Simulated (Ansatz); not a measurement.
Reaction: HI (iodane, SMILES I) → I (doublet) + H (doublet) (the H-I bond breaks)
Each species at its own B3LYP-D3(BJ)/def2-TZVP minimum (Ansatz, an electronic-structure program).

Quantity: bond dissociation energy (electronic), in kJ/mol. UHF or UKS for unpaired electrons; spin-orbit terms are left out. Cores are frozen in correlated methods (noble-gas shells, and filled d and f shells in the p block). Past Kr the def2 sets carry scalar-relativistic core potentials. CBS(X,Y): correlation extrapolated as X^-3, Hartree-Fock from the larger set. A bracket is a step between two methods taken in the basis named. For partners of very few electrons the exact lower level stands in for a higher one. Spin-orbit terms, left out, reach several kcal/mol for Br and I, and more for heavier atoms.

CCSD(T)/CBS(def2-TZVPP,def2-QZVPP) + [CCSDT(Q) - CCSD(T)]/def2-QZVPP + [CCSDTQ - CCSDT(Q)]/def2-TZVPP (Ansatz) gives 334.2 kJ/mol.

Question: What does PBE/def2-TZVPD (Ansatz) give here, and how do the other levels compare?

Answer: PBE gives 331.4 kJ/mol, 2.8 kJ/mol below it. Differences of the others: r2SCAN/def2-TZVPD (Ansatz) -4.7; B3LYP/def2-TZVPD (Ansatz) -5.8; PBE0/def2-TZVPD (Ansatz) -9.0; B2PLYP/def2-TZVPD (Ansatz) -11.9; CCSD(T)/CBS(def2-TZVPP,def2-QZVPP) (Ansatz) -0.3 kJ/mol.
